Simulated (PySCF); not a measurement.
Molecule: C6H10, SMILES C#CCCCC. Atoms near the plane z = 1.0 Å, at the GFN2-xTB optimised geometry (x, y, z in Å): C1 (1.7, -1.8, 0.0), C2 (0.5, -1.8, 0.0), C3 (-0.9, -1.8, 0.0), C4 (-1.5, -0.4, 0.0), C5 (-1.1, 0.4, 1.3), C6 (-1.7, 1.8, 1.3), H7 (2.8, -1.8, 0.0), H9 (-1.3, -2.3, 0.9), H10 (-2.6, -0.4, -0.1), H12 (-1.5, -0.2, 2.1), H13 (0.0, 0.4, 1.4), H14 (-1.3, 2.3, 0.4), H15 (-2.8, 1.8, 1.2), H16 (-1.4, 2.3, 2.2).

Calculation: PySCF 2.14.0 with CAM-B3LYP/def2-TZVP. Cells within 0.4 Å of a nucleus heavier than hydrogen are left out (blank, or x). The values are rescaled to run from 0 to 1.

```
|0000000000000000000000000000000|
|0000000000000000000000000000000|
|0000000000000000000000000000000|
|0000000011111100000000000000000|
|0000001123333210000000000000000|
|0000122344554431000000000000000|
|0001234456666542100000000000000|
|0002345677887653100000000000000|
|0013467889998753200000000000000|
|0013568999x98754210000000000000|
|0013578999x98754321000000000000|
|0013467889998765532100000000000|
|0012456778999877653200000000000|
|0001345568999998754210000000000|
|00012345679xx998764321100000000|
|0000234567999988754332210000000|
|0001234567898876654443321100000|
|0000234566777765555554433200000|
|0000123456676655666665544310000|
|0000123345677666677776654321000|
|0000012346778766777777665421000|
|0000001346898876777777655421000|
|0000001346899866667766654320000|
|0000001246788765566665543210000|
|0000000235666654445544432100000|
|0000000123455433333333321000000|
|0000000012333222222222110000000|
|0000000000111100011111000000000|
|0000000000000000000000000000000|
|0000000000000000000000000000000|
|0000000000000000000000000000000|
```
Scale: ten equal steps from 0.000 (start of '0') to 1.00 (end of '9'), in the order '0123456789'; x runs from -5.00 to 5.00, y from -5.00 (bottom) to 5.00 (top).

Q: Which quantity is mapped?
(A) an orbital amplitude
(B) log10 of the electron density
(C) electron localisation function
(D) Laplacian of the electron density

A: B, log10 of the electron density. In full: log10 of the electron density (e/bohr³), floored at −4.
